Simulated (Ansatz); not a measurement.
Saddle point of GaH₂Cl₃, closed shell (GaHCl₂ ([Cl][GaH][Cl]) + HCl → GaCl₃ ([Cl][Ga]([Cl])[Cl]) + H₂; bonds formed: H2–H5; dative contacts that become bonds: Ga1–Cl6; bonds broken: Ga1–H2, H5–Cl6), PBE0-D4/def2-TZVP structure:

```
6
angstrom
Ga -0.3183 0.3338 -0.2651
H 1.3458 0.0706 -0.3660
Cl -1.4197 -0.4705 -1.8873
Cl -0.8496 2.1376 0.7123
H 1.1121 -0.6816 0.4400
Cl 0.1296 -1.3899 1.3661
```

Energies are electronic, without zero-point energy. Barriers and step energies count from the start structure reached by relaxing down the imaginary mode; all methods use the PBE0-D4 structures, on which another method's saddle can fall below an end. Ansatz 0.2.0; basis: def2-TZVPP, with def2-QZVPP for the basis limit; cores frozen in the correlated methods. Filled d shells of the heavier atoms are correlated. The def2 sets are not built for correlating such inner shells, so the correlated values are less sure here. B3LYP uses VWN-RPA correlation. Extrapolation: Hartree–Fock as exp(−7.88 √X), correlation as X^−2.97.

```json
{"method": "SPW92", "barrier (kcal/mol)": "10.05", "step energy (kcal/mol)": "-9.89"}
{"method": "PBE-D4", "barrier (kcal/mol)": "?", "step energy (kcal/mol)": "-13.63"}
{"method": "BLYP-D4", "barrier (kcal/mol)": "16.51", "step energy (kcal/mol)": "-14.35"}
{"method": "r2SCAN-D4", "barrier (kcal/mol)": "14.25", "step energy (kcal/mol)": "-15.07"}
{"method": "B97M-V", "barrier (kcal/mol)": "17.21", "step energy (kcal/mol)": "-13.29"}
{"method": "PBE0-D4", "barrier (kcal/mol)": "15.74", "step energy (kcal/mol)": "-14.14"}
{"method": "B3LYP-D4", "barrier (kcal/mol)": "?", "step energy (kcal/mol)": "-14.54"}
{"method": "r2SCAN0-D4", "barrier (kcal/mol)": "16.28", "step energy (kcal/mol)": "-15.22"}
{"method": "BHLYP-D4", "barrier (kcal/mol)": "?", "step energy (kcal/mol)": "-15.13"}
{"method": "CAM-B3LYP-D4", "barrier (kcal/mol)": "19.51", "step energy (kcal/mol)": "-13.72"}
{"method": "wB97X-V", "barrier (kcal/mol)": "19.78", "step energy (kcal/mol)": "-14.50"}
{"method": "wB97M-V", "barrier (kcal/mol)": "19.82", "step energy (kcal/mol)": "-14.06"}
{"method": "B2PLYP", "barrier (kcal/mol)": "18.55", "step energy (kcal/mol)": "-15.45"}
{"method": "PBE-QIDH", "barrier (kcal/mol)": "17.51", "step energy (kcal/mol)": "-15.35"}
{"method": "RPA on PBE", "barrier (kcal/mol)": "19.35", "step energy (kcal/mol)": "-14.36"}
{"method": "HF", "barrier (kcal/mol)": "27.56", "step energy (kcal/mol)": "-17.52"}
{"method": "MP2", "barrier (kcal/mol)": "18.22", "step energy (kcal/mol)": "-16.36"}
{"method": "CCSD", "barrier (kcal/mol)": "21.02", "step energy (kcal/mol)": "-14.96"}
{"method": "CCSD(T)", "barrier (kcal/mol)": "19.20", "step energy (kcal/mol)": "-15.14"}
```

(1) Fill in the withheld barriers. (An estimate is asked for; the value comes from the calculation.)

No T1 diagnostic of these runs exceeds 0.012.

## Answers

(1) The calculation gives: BHLYP-D4 21.10; PBE-D4 13.38; B3LYP-D4 18.14 kcal/mol. Each is the energy of the saddle less that of the start structure, by the same method.

For comparison, the barrier by CCSD(T) at an estimated basis limit (MP2 extrapolated from triple and quadruple zeta, plus CCSD(T) − MP2 in triple zeta) is 19.24 kcal/mol.

Labels in which every atom is bracketed show which atoms are joined, not bond orders.

For scale, one of the runs: CCSD(T)/def2-TZVPP, 202 basis functions, launched by `ansatz run in.yaml --threads 4 --pin off --events-out ev --progress --plain --max-ram 9574MiB`. Hardware: 4 CPU threads of an Arm Neoverse V2, shared host. Wall time 50 s; peak host memory 2.3 GiB.
